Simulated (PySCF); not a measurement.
**Computed vibrations of TmCl3(H2O)**

TmCl3(H2O) (singlet in the valence; each metal's 4f electrons, 12 of them, lie in its core potential, out of spins and levels). PySCF 2.14.0, RKS PBE0, Tm lcecp-1-SVP with ECP58, Cl def2-SVP, O def2-SVP, H def2-SVP; non-relativistic Hamiltonian with scalar-relativistic core potentials where named; density fitting; no spin-orbit coupling. Central differences of gradients.

```xyz
7

Tm    0.0127   -0.0250    0.0250
Cl    1.1036    1.8737    1.1358
Cl   -1.5999   -1.3271    1.3271
Cl    1.1036   -1.1358   -1.8737
O    -1.2809    1.3351   -1.3351
H    -1.4373    2.2750   -1.1699
H    -1.4373    1.1699   -2.2750
```

Run from Python with OMP_NUM_THREADS=2. Where DIIS fails, smearing, a level shift and second-order steps follow.
It took 110 s on 2 threads of Arm Neoverse V2, on a shared host.

(1) What are the harmonic wavenumbers and infrared intensities?

(2) Is this a minimum?

An lcecp potential fixes the number of 4f electrons, so in runs with it no electron can move into or out of that shell.

## Answers

(1) Modes are labelled in Cs; negative numbers are unstable modes, those under 60 cm⁻¹ near the noise; a finer grid moves soft modes by up to 10 cm⁻¹.
```json
{"cm⁻¹": "-21", "km/mol": "–", "symmetry": "a''"}
{"cm⁻¹": "50", "km/mol": "23.4", "symmetry": "a'"}
{"cm⁻¹": "65", "km/mol": "29.9", "symmetry": "a'"}
{"cm⁻¹": "73", "km/mol": "3.9", "symmetry": "a'"}
{"cm⁻¹": "75", "km/mol": "1.4", "symmetry": "a''"}
{"cm⁻¹": "154", "km/mol": "10.1", "symmetry": "a''"}
{"cm⁻¹": "266", "km/mol": "207.2", "symmetry": "a'"}
{"cm⁻¹": "322", "km/mol": "5.2", "symmetry": "a'"}
{"cm⁻¹": "332", "km/mol": "5.2", "symmetry": "a'"}
{"cm⁻¹": "340", "km/mol": "70.0", "symmetry": "a''"}
{"cm⁻¹": "349", "km/mol": "137.4", "symmetry": "a'"}
{"cm⁻¹": "505", "km/mol": "67.3", "symmetry": "a''"}
{"cm⁻¹": "1607", "km/mol": "121.5", "symmetry": "a'"}
{"cm⁻¹": "3831", "km/mol": "165.7", "symmetry": "a'"}
{"cm⁻¹": "3925", "km/mol": "201.8", "symmetry": "a''"}
```

(2) Yes, within the noise of the softest modes.
